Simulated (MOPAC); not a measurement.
MOPAC input (PM6):

```
PM6 FORCE THERMO(298,298) PRECISE LET CHARGE=1 GEO-OK AUX(PRECISION=9) THREADS=1
C2H3O

C    -0.62317087 1   -0.53227184 1   -0.26976243 1
C     0.68813454 1   -0.50682995 1   -0.11836698 1
O    -0.06138184 1    0.76009854 1    0.40395709 1
H    -1.64560856 1   -0.76701443 1   -0.47027209 1
H     1.73759804 1   -0.70138276 1   -0.07967046 1
H     0.00543666 1    1.53748446 1   -0.30543559 1
```

From the output:

```
     H    6   0.567976   0.567979   3.321925   0.060792   0.060792   3.661220

          HEAT OF FORMATION =     232.179484 KCALS/MOLE

          ZERO POINT ENERGY      26.914 KCAL/MOL

           NORMAL COORDINATE ANALYSIS (Total motion = 1 Angstrom)

   Root No.       1         2         3         4         5         6         7         8

                 1 A"      2 A"      1 A'      2 A'      3 A"      3 A'      4 A"      4 A'

                 456.3     697.7     848.4     926.7     937.1     954.3     969.5    1223.3

           1   -0.0794    0.0021    0.0003   -0.0027    0.0069    0.0034    0.0324   -0.0001
           2   -0.1882   -0.0070   -0.0105    0.0290    0.0175   -0.1074   -0.0336   -0.0200
           3    0.0184   -0.0683   -0.0405    0.0032    0.0482    0.0070    0.0109    0.0267
           4   -0.0794    0.0021   -0.0003    0.0027    0.0069   -0.0034    0.0324    0.0001
           5    0.1882    0.0070   -0.0105    0.0290   -0.0175   -0.1074    0.0336   -0.0200
           6   -0.0184    0.0683   -0.0405    0.0032   -0.0482    0.0070   -0.0109    0.0267
           7    0.1160   -0.0117    0.0000   -0.0000   -0.0566    0.0000   -0.0421   -0.0000
           8   -0.0000    0.0000    0.0056   -0.0933    0.0000    0.1244    0.0000   -0.0162
           9    0.0000   -0.0000    0.0056   -0.0017    0.0000    0.0007   -0.0000   -0.0596
          10   -0.1009   -0.0016   -0.0092   -0.0884    0.0239   -0.0865   -0.0639    0.0008
          11   -0.0441    0.0359    0.0617    0.3992   -0.0691    0.2972    0.4121   -0.0176
          12   -0.0114    0.3548    0.4285   -0.0376   -0.0265   -0.0801   -0.0428   -0.0062
          13   -0.1009   -0.0016    0.0092    0.0884    0.0239    0.0865   -0.0639   -0.0008
          14    0.0441   -0.0359    0.0617    0.3992    0.0691    0.2972   -0.4121   -0.0176
          15    0.0114   -0.3548    0.4285   -0.0376    0.0265   -0.0801    0.0428   -0.0063
          16    0.2524    0.1377    0.0000    0.0000    0.6846   -0.0000    0.0234    0.0000
          17   -0.0000   -0.0000    0.0369   -0.0103   -0.0000   -0.0098   -0.0000    0.7694
          18    0.0000    0.0000    0.0206    0.0247    0.0000   -0.0184    0.0000    0.3219

   Root No.       9        10        11        12

                 5 A'      6 A'      5 A"      7 A'

                2496.4    2539.1    2636.4    4141.7

           1   -0.0091    0.0135   -0.0373   -0.3324
           2    0.0068   -0.0035   -0.0067   -0.0079
           3   -0.0013   -0.0002    0.0003    0.0000
           4    0.0091   -0.0135   -0.0373    0.3324
           5    0.0068   -0.0035    0.0067   -0.0079
           6   -0.0013   -0.0002   -0.0003    0.0000
           7   -0.0000    0.0000   -0.0007   -0.0000
           8    0.0104    0.0033    0.0000    0.0081
           9   -0.0284   -0.0145   -0.0000    0.0007
          10   -0.2052    0.3352    0.4510    0.1558
          11   -0.0508    0.0745    0.0970    0.0294
          12    0.0037   -0.0045   -0.0062   -0.0012
          13    0.2052   -0.3352    0.4510   -0.1558
          14   -0.0508    0.0745   -0.0970    0.0294
          15    0.0037   -0.0045    0.0062   -0.0012
          16   -0.0000   -0.0000   -0.0006   -0.0000
          17   -0.2258   -0.1178    0.0000    0.0023
          18    0.4728    0.2433   -0.0000   -0.0096

           MASS-WEIGHTED COORDINATE ANALYSIS (NORMAL COORDINATES)

   Root No.       1         2         3         4         5         6         7         8

                 1 A"      2 A"      1 A'      2 A'      3 A"      3 A'      4 A"      4 A'

                 456.3     697.7     848.4     926.7     937.1     954.3     969.5    1223.3

           1   -0.2400    0.0118    0.0016   -0.0134    0.0311    0.0139    0.1698   -0.0005
           2   -0.5689   -0.0390   -0.0557    0.1423    0.0782   -0.4348   -0.1759   -0.0781
           3    0.0555   -0.3784   -0.2160    0.0159    0.2155    0.0283    0.0569    0.1041
           4   -0.2400    0.0118   -0.0016    0.0134    0.0311   -0.0139    0.1698    0.0005
           5    0.5689    0.0390   -0.0557    0.1423   -0.0782   -0.4348    0.1759   -0.0781
           6   -0.0555    0.3784   -0.2160    0.0159   -0.2155    0.0283   -0.0569    0.1041
           7    0.4047   -0.0746    0.0000   -0.0000   -0.2921    0.0000   -0.2545   -0.0000
           8   -0.0000    0.0000    0.0344   -0.5273    0.0000    0.5814    0.0000   -0.0728
           9    0.0000   -0.0000    0.0342   -0.0095    0.0000    0.0035   -0.0000   -0.2682
          10   -0.0884   -0.0026   -0.0142   -0.1254    0.0309   -0.1014   -0.0968    0.0009
          11   -0.0386    0.0576    0.0952    0.5666   -0.0895    0.3485    0.6248   -0.0199
          12   -0.0100    0.5697    0.6616   -0.0533   -0.0343   -0.0940   -0.0650   -0.0071
          13   -0.0884   -0.0026    0.0142    0.1255    0.0309    0.1014   -0.0968   -0.0009
          14    0.0386   -0.0576    0.0952    0.5665    0.0895    0.3485   -0.6248   -0.0199
          15    0.0100   -0.5697    0.6616   -0.0533    0.0343   -0.0940    0.0650   -0.0071
          16    0.2210    0.2211    0.0000    0.0000    0.8873   -0.0000    0.0355    0.0000
          17   -0.0000   -0.0000    0.0570   -0.0146   -0.0000   -0.0115   -0.0000    0.8693
          18    0.0000    0.0000    0.0319    0.0351    0.0000   -0.0216    0.0000    0.3637

   Root No.       9        10        11        12

                 5 A'      6 A'      5 A"      7 A'

                2496.4    2539.1    2636.4    4141.7

           1   -0.0510    0.0829   -0.1900   -0.7001
           2    0.0381   -0.0214   -0.0343   -0.0167
           3   -0.0070   -0.0011    0.0014    0.0001
           4    0.0510   -0.0829   -0.1900    0.7001
           5    0.0381   -0.0214    0.0343   -0.0167
           6   -0.0070   -0.0011   -0.0014    0.0001
           7   -0.0000    0.0000   -0.0044   -0.0000
           8    0.0671    0.0232    0.0000    0.0196
           9   -0.1829   -0.1026   -0.0000    0.0017
          10   -0.3322    0.5953    0.6650    0.0950
          11   -0.0823    0.1323    0.1431    0.0179
          12    0.0061   -0.0080   -0.0091   -0.0008
          13    0.3322   -0.5953    0.6650   -0.0950
          14   -0.0823    0.1323   -0.1431    0.0179
          15    0.0061   -0.0080    0.0091   -0.0008
          16   -0.0000   -0.0000   -0.0009   -0.0000
          17   -0.3656   -0.2092    0.0000    0.0014
          18    0.7654    0.4321   -0.0000   -0.0059

          DESCRIPTION OF VIBRATIONS

 VIBRATION          1    1A"         ATOM PAIR     ENERGY CONTRIBUTION    RADIAL
 FREQUENCY           456.27         C 1 -- O 3         +24.3% (186.0%)     83.7%
 TRANSITION DIPOLE   1.2883         C 2 -- O 3         +24.3% (186.0%)     83.7%
 TRAVEL (Ang.)       0.1927         C 1 -- H 4         +20.9% (172.2%)     22.4%
 REDUCED MASS        3.9793         C 2 -- H 5         +20.9% (172.2%)     22.4%
 EFFECTIVE MASS     16.0993
 FORCE CONSTANT      0.4881

 VIBRATION          2    2A"         ATOM PAIR     ENERGY CONTRIBUTION    RADIAL
 FREQUENCY           697.68         C 2 -- H 5         +39.1% ( 75.9%)      0.0%
 TRANSITION DIPOLE   0.2459         C 1 -- H 4         +39.1% ( 75.9%)      0.0%
 TRAVEL (Ang.)       0.3654         C 1 -- C 2          +9.3% ( 36.9%)      0.0%
 REDUCED MASS        0.7237         O 3 -- H 6          +6.1% ( 30.0%)      0.0%
 EFFECTIVE MASS      3.2271
 FORCE CONSTANT      0.2075

 VIBRATION          3    1A'         ATOM PAIR     ENERGY CONTRIBUTION    RADIAL
 FREQUENCY           848.41         C 1 -- H 4         +47.0% ( 63.6%)      0.0%
 TRANSITION DIPOLE   0.9227         C 2 -- H 5         +47.0% ( 63.6%)      0.0%
 TRAVEL (Ang.)       0.4147         C 2 -- O 3          +1.8% ( 12.5%)      9.3%
 REDUCED MASS        0.4622         C 1 -- O 3          +1.8% ( 12.5%)      9.3%
 EFFECTIVE MASS      1.6543
 FORCE CONSTANT      0.1960

 VIBRATION          4    2A'         ATOM PAIR     ENERGY CONTRIBUTION    RADIAL
 FREQUENCY           926.65         C 1 -- H 4         +22.6% ( 53.7%)      0.2%
 TRANSITION DIPOLE   0.7256         C 2 -- H 5         +22.6% ( 53.7%)      0.2%
 TRAVEL (Ang.)       0.2217         C 1 -- O 3         +19.2% ( 49.6%)     80.5%
 REDUCED MASS        1.4800         C 2 -- O 3         +19.2% ( 49.6%)     80.5%
 EFFECTIVE MASS      5.4224         O 3 -- H 6         +14.4% ( 42.9%)      8.8%
 FORCE CONSTANT      0.7488

 VIBRATION          5    3A"         ATOM PAIR     ENERGY CONTRIBUTION    RADIAL
 FREQUENCY           937.13         O 3 -- H 6         +80.3% ( 89.5%)      0.0%
 TRANSITION DIPOLE   0.6291         C 2 -- O 3          +4.8% ( 22.0%)     27.4%
 TRAVEL (Ang.)       0.2980         C 1 -- O 3          +4.8% ( 22.0%)     27.4%
 REDUCED MASS        0.8103         C 2 -- H 5          +3.5% ( 18.7%)      1.1%
 EFFECTIVE MASS      2.5323
```

The dipole moment of an ion depends on the origin.
